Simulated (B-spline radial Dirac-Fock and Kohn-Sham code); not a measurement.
# Form factor and incoherent scattering function of Zr³³⁺

System: Zr³³⁺, [He] 2s2 2p3.

Input of the calculation (task.json; shells as n, l, electrons):

```json
{"items": [{
  "Z": 40,
  "q": 33,
  "cfg": [[1, 0, 2], [2, 0, 2], [2, 1, 3]],
  "A": 90,
  "rrms": 4.2694,
  "do": ["scatter"],
  "s": [0.0, 0.05, 0.1, 0.15, 0.2, 0.25, 0.3, 0.35, 0.4, 0.45, 0.5, 0.6, 0.7, 0.8, 0.9, 1.0, 1.1, 1.2, 1.4, 1.6, 1.8, 2.0, 2.5, 3.0, 3.5, 4.0, 5.0, 6.0],
  "pz": [0, 0.1, 0.2, 0.3, 0.4, 0.5, 0.6, 0.8, 1.0, 1.2, 1.4, 1.6, 1.8, 2.0, 2.5, 3.0, 4.0, 5.0, 7.0, 10.0, 15.0, 20.0, 30.0, 40.0, 60.0, 100.0],
  "hv_scatter": [2000, 5000, 17479.3, 30000, 50000, 200000, 500000, 1000000]
}]}
```

Run with: `python xray_run.py task.json out`

These are calculated numbers from a radial finite-basis atomic code; the model is relativistic Hartree-Fock (Dirac-Fock) wave functions, averaged over the configuration. f₀ is the Fourier transform of the spherical electron density, S the Waller-Hartree incoherent function, and s = sin θ/λ. The electron scattering factor follows from the Mott-Bethe formula f_e = 0.023934 Å⁻¹·(Z − f₀)/s².

```csv
s (Å⁻¹),f₀,S,f_e (Å)
0,7.000,0.000,–
0.05,6.998,0.003,315.951
0.1,6.991,0.012,79.004
0.15,6.979,0.028,35.125
0.2,6.963,0.050,19.767
0.25,6.943,0.077,12.659
0.3,6.918,0.111,8.798
0.35,6.889,0.150,6.469
0.4,6.855,0.195,4.958
0.45,6.817,0.246,3.922
0.5,6.776,0.302,3.181
0.6,6.680,0.428,2.215
0.7,6.570,0.572,1.633
0.8,6.446,0.733,1.255
0.9,6.309,0.908,0.995
1,6.162,1.094,0.810
1.1,6.005,1.289,0.672
1.2,5.839,1.490,0.568
1.4,5.490,1.905,0.421
1.6,5.126,2.321,0.326
1.8,4.757,2.724,0.260
2,4.393,3.105,0.213
2.5,3.552,3.917,0.140
3,2.862,4.516,0.099
3.5,2.339,4.938,0.074
4,1.965,5.237,0.057
5,1.526,5.637,0.037
6,1.299,5.926,0.026
```

f₀ starts at the number of electrons, 7, and has fallen to half at s ≈ 2.54 Å⁻¹. The sum of ⟨r²⟩ over the electrons is 0.1247 bohr². For an ion f_e diverges as s goes to zero, because of the net charge.
